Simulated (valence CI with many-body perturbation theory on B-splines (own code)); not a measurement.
**Ga XVII: electric-dipole lines**

Level of theory: configuration interaction combined with many-body perturbation theory (CI+MBPT): five valence electrons over a frozen Dirac-Fock core [Ne], radial functions for each j: 11 s, 11 p, 10 d, 8 f, 5 g, 2 h, with the one-electron correlation potential Σ1 (screened to all orders), the two-electron term Σ2, the three-electron term Σ3, Breit, model QED; selected single and double excitations, second order for the rest, scaled by the run's own slope (own B-spline code, finite nucleus).

No measured spectrum was set against this ion. As an estimate, levels of excited configurations hold to 0.05 to 0.15 % of their energy, terms of the ground configuration to about 0.5 %. Among the levels kept, up to 3300 cm⁻¹ of a level comes from second order outside the variational space, and about a tenth of that is noise between levels of different J, which matters for small intervals.

Lines 151 to 200 of 577 in falling wavelength, among levels below 1473900 cm⁻¹, chosen from the strongest by gf and those to the six lowest levels. Wavelengths and rates use the calculated energies, so an error of 300 cm⁻¹ moves a line at 185.0 Å by 0.055 % and its rate by three times that or more. Electric multipoles are in the length gauge, E1 and E2 with the static RPA response of the core. Weak lines are less certain than strong ones. Lines between different terms over intervals too small for the method are left out, as are lines whose strength nearly cancels.

Names give the largest LS component (configuration and term), which can be under half, so a name can repeat, a term be missing and a line seem to break the LS rules; names also repeat where a configuration has a term twice. Letters in brackets count levels of one name in rising energy.

| λ vac (Å) | Upper | Lower | A (s⁻¹) | S (a.u.) with core polarisation | S without |
| --- | --- | --- | --- | --- | --- |
| 185.0 | 3s²3p²3d ²P_3/2 [a] | 3s²3p³ ⁴S°_3/2 | 1.49e+08 | 1.87e-03 | 1.93e-03 |
| 184.5 | 3s3p³3d ²F°_5/2 [b] | 3s²3p²3d ²F_5/2 [a] | 6.11e+09 | 1.14e-01 | 1.17e-01 |
| 184.3 | 3s3p³3d ²P°_1/2 [c] | 3s²3p²3d ²D_3/2 [b] | 9.65e+09 | 5.96e-02 | 6.14e-02 |
| 184.1 | 3s²3p3d² ²D°_3/2 [a] | 3s²3p²3d ²P_1/2 [b] | 2.04e+10 | 2.51e-01 | 2.59e-01 |
| 184.0 | 3s3p³3d ²F°_7/2 [b] | 3s²3p²3d ²F_7/2 [a] | 4.60e+09 | 1.13e-01 | 1.17e-01 |
| 184.0 | 3s²3p²3d ²F_7/2 [a] | 3s²3p³ ²D°_5/2 | 9.67e+07 | 2.38e-03 | 2.44e-03 |
| 183.1 | 3s²3p²3d ⁴D_3/2 | 3s²3p³ ²D°_5/2 | 2.02e+09 | 2.45e-02 | 2.53e-02 |
| 183.0 | 3s3p⁴ ²S_1/2 [a] | 3s²3p³ ⁴S°_3/2 | 6.91e+08 | 4.18e-03 | 4.31e-03 |
| 182.4 | 3s²3p3d² ²G°_9/2 [a] | 3s²3p²3d ²F_7/2 [b] | 8.44e+09 | 2.53e-01 | 2.60e-01 |
| 182.3 | 3s²3p3d² ²G°_7/2 [a] | 3s²3p²3d ²F_5/2 [b] | 9.43e+09 | 2.26e-01 | 2.32e-01 |
| 182.2 | 3s3p³3d ⁴D°_5/2 [d] | 3s²3p²3d ⁴D_5/2 | 6.46e+09 | 1.16e-01 | 1.19e-01 |
| 181.9 | 3s3p³3d ²P°_3/2 [c] | 3s²3p²3d ²P_3/2 [b] | 1.16e+10 | 1.38e-01 | 1.43e-01 |
| 181.8 | 3s3p³3d ²F°_5/2 [c] | 3s²3p²3d ²G_7/2 | 1.38e+10 | 2.45e-01 | 2.53e-01 |
| 181.3 | 3s3p³3d ²D°_5/2 [e] | 3s²3p²3d ²D_5/2 [b] | 1.15e+10 | 2.03e-01 | 2.09e-01 |
| 181.1 | 3s²3p²3d ²P_3/2 [b] | 3s²3p³ ²P°_3/2 | 2.78e+09 | 3.26e-02 | 3.37e-02 |
| 181.0 | 3s3p³3d ⁴D°_7/2 [d] | 3s²3p²3d ⁴D_5/2 | 3.58e+09 | 8.38e-02 | 8.64e-02 |
| 180.6 | 3s3p³3d ²D°_5/2 [f] | 3s²3p²3d ²P_3/2 [c] | 2.72e+10 | 4.75e-01 | 4.89e-01 |
| 180.3 | 3s3p³3d ²F°_7/2 [b] | 3s²3p²3d ²F_5/2 [a] | 7.80e+09 | 1.80e-01 | 1.86e-01 |
| 179.9 | 3s3p³3d ²F°_7/2 [c] | 3s²3p²3d ²G_9/2 | 4.63e+10 | 1.06e+00 | 1.10e+00 |
| 179.8 | 3s3p³3d ²D°_5/2 [f] | 3s²3p²3d ²F_7/2 [b] | 1.88e+10 | 3.23e-01 | 3.33e-01 |
| 179.3 | 3s²3p²3d ⁴D_5/2 | 3s²3p³ ²D°_5/2 | 5.75e+08 | 9.82e-03 | 1.01e-02 |
| 179.3 | 3s²3p3d² ²D°_3/2 [a] | 3s²3p²3d ²D_3/2 [b] | 2.87e+10 | 3.27e-01 | 3.36e-01 |
| 179.3 | 3s3p³3d ⁴D°_5/2 [a] | 3s3p⁴ ⁴P_5/2 | 2.71e+08 | 4.63e-03 | 4.76e-03 |
| 179.1 | 3s3p³3d ²F°_5/2 [a] | 3s²3p²3d ²P_3/2 [a] | 3.42e+09 | 5.83e-02 | 6.01e-02 |
| 179.1 | 3s3p³3d ²D°_3/2 [c] | 3s²3p²3d ⁴D_5/2 | 1.11e+10 | 1.26e-01 | 1.30e-01 |
| 179.1 | 3s3p³3d ²D°_5/2 [d] | 3s²3p²3d ²P_3/2 [b] | 3.74e+09 | 6.36e-02 | 6.54e-02 |
| 179.0 | 3s²3p3d² ⁴P°_5/2 | 3s²3p²3d ²D_5/2 [b] | 3.39e+09 | 5.75e-02 | 5.93e-02 |
| 178.6 | 3s²3p²3d ⁴D_1/2 | 3s²3p³ ²D°_3/2 | 2.20e+09 | 1.24e-02 | 1.28e-02 |
| 178.5 | 3s3p³3d ⁴D°_3/2 [d] | 3s²3p²3d ⁴D_3/2 | 4.38e+09 | 4.92e-02 | 5.07e-02 |
| 178.5 | 3s3p³3d ⁴D°_5/2 [d] | 3s²3p²3d ⁴D_3/2 | 4.12e+09 | 6.94e-02 | 7.16e-02 |
| 178.4 | 3s²3p3d² ⁴D°_5/2 [b] | 3s²3p²3d ²P_3/2 [c] | 6.81e+09 | 1.15e-01 | 1.18e-01 |
| 178.3 | 3s²3p3d² ²P°_3/2 [a] | 3s²3p²3d ²D_3/2 [c] | 4.37e+09 | 4.89e-02 | 5.04e-02 |
| 178.3 | 3s3p³3d ²D°_5/2 [d] | 3s²3p²3d ²G_7/2 | 2.65e+10 | 4.45e-01 | 4.59e-01 |
| 177.8 | 3s²3p3d² ²G°_7/2 [a] | 3s²3p²3d ²D_5/2 [b] | 3.99e+09 | 8.85e-02 | 9.11e-02 |
| 177.8 | 3s3p³3d ⁴D°_1/2 [d] | 3s²3p²3d ⁴D_3/2 | 1.41e+10 | 7.83e-02 | 8.07e-02 |
| 177.7 | 3s3p³3d ⁴D°_7/2 [d] | 3s²3p²3d ⁴F_9/2 | 3.85e+10 | 8.52e-01 | 8.78e-01 |
| 177.7 | 3s3p³3d ⁴D°_5/2 [d] | 3s²3p²3d ²F_7/2 [a] | 1.27e+10 | 2.11e-01 | 2.18e-01 |
| 177.6 | 3s3p³3d ⁴D°_7/2 [a] | 3s3p⁴ ⁴P_5/2 | 5.90e+07 | 1.30e-03 | 1.35e-03 |
| 177.1 | 3s²3p3d² ⁴F°_7/2 | 3s²3p²3d ²D_5/2 [a] | 3.64e+09 | 8.00e-02 | 8.23e-02 |
| 176.8 | 3s²3p3d² ²F°_5/2 [b] | 3s²3p²3d ²D_5/2 [c] | 4.97e+09 | 8.14e-02 | 8.39e-02 |
| 176.6 | 3s3p³3d ²F°_7/2 [c] | 3s²3p²3d ²G_7/2 | 2.41e+09 | 5.25e-02 | 5.41e-02 |
| 176.5 | 3s3p³3d ⁴D°_7/2 [d] | 3s²3p²3d ²F_7/2 [a] | 5.19e+09 | 1.13e-01 | 1.16e-01 |
| 176.0 | 3s²3p3d² ²F°_5/2 [a] | 3s²3p²3d ²D_3/2 [a] | 7.02e+09 | 1.13e-01 | 1.16e-01 |
| 175.8 | 3s3p³3d ²D°_5/2 [b] | 3s²3p²3d ²P_3/2 [a] | 8.90e+09 | 1.43e-01 | 1.48e-01 |
| 175.3 | 3s²3p3d² ²F°_7/2 [a] | 3s²3p²3d ²D_5/2 [a] | 1.36e+10 | 2.89e-01 | 2.97e-01 |
| 175.1 | 3s3p³3d ²D°_5/2 [f] | 3s²3p²3d ²F_5/2 [b] | 9.86e+09 | 1.57e-01 | 1.61e-01 |
| 174.9 | 3s²3p3d² ⁴G°_9/2 | 3s²3p²3d ⁴D_7/2 | 2.85e+09 | 7.52e-02 | 7.74e-02 |
| 174.9 | 3s²3p3d² ⁴D°_5/2 [a] | 3s²3p²3d ⁴P_3/2 | 5.26e+09 | 8.34e-02 | 8.58e-02 |
| 174.7 | 3s²3p²3d ⁴D_5/2 | 3s²3p³ ²D°_3/2 | 1.58e+08 | 2.50e-03 | 2.57e-03 |
| 174.6 | 3s²3p²3d ⁴F_3/2 | 3s²3p³ ⁴S°_3/2 | 3.43e+08 | 3.60e-03 | 3.71e-03 |
